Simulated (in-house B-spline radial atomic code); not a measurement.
**RPA and G0W0 on BHandHLYP: the carbon ion C⁴⁺**

Configuration 1s2, mean-field start BHandHLYP. Computed with an all-electron radial atomic-structure program (B-spline basis): all electrons, scalar-relativistic (spin-free one-electron X2C), finite nucleus, each spin shell either full or empty, empty states to l = 9 with an (l + 1/2)⁻⁴ tail; G0W0 by contour deformation at full frequency.

Command:
```bash
python run_gw.py task.json out
```
Settings (radii: box in bohr, nucleus in fm):
```
Z                        6
electrons                2
configuration            1s2
hamiltonian              x2c
method                   bhandhlyp
lmax                     9
rms_radius               2.4702
spin_polarised           False
box_radius               11.96
intervals                70
ion_configuration        1s1
```

Time taken, with all properties: 1.3 s on 1 thread of Arm Neoverse V1 (shared host).

Energies (hartree):

```json
{"term": "mean-field total", "value": "-32.41397"}
{"term": "Hartree-Fock functional on these orbitals", "value": "-32.37428"}
{"term": "direct second order", "value": "-0.090554"}
{"term": "second-order exchange", "value": "0.045278"}
{"term": "SOSEX correction", "value": "0.043413"}
```

(1) What is the RPA correlation energy, and what remains with SOSEX?

Quasi-particle levels (eV):

```
level  occupied  mean field  Σx - vxc     Σc  QP weight    G0W0
   1s       yes     -375.95    -16.56      ?          ?       ?
   2s        no      -71.07      6.93  -0.18      1.000  -64.31
```

G0W0 = mean field + (Σx - vxc) + Σc, with Σc (partial-wave tail included) taken at the quasi-particle energy.

(2) Where does G0W0 put 1s?

(3) What does it cost to remove one electron (to 1s1) by differences of total energies, each species on its own start (correlation terms add to the Hartree-Fock functional)?

Results:

(1) RPA gives -0.086823 hartree (-1.18 eV per electron); RPA + SOSEX gives -0.04341, and the second-order doubles -0.045276 hartree (no singles). SOSEX takes back 50 % of the RPA value, the self-correlation of each of the two electrons.

(2) At -391.97 eV, with Σc = 0.54 eV and a quasi-particle weight of 0.992. The tabulated removal energy is 392.091 eV (NIST, tabulated theory).

(3) BHandHLYP 392.21 eV, Hartree-Fock functional 390.91 eV, + RPA 392.68 eV, + RPA + SOSEX 392.09 eV, + second order 392.15 eV. Tabulated: 392.091 eV (NIST, tabulated theory).
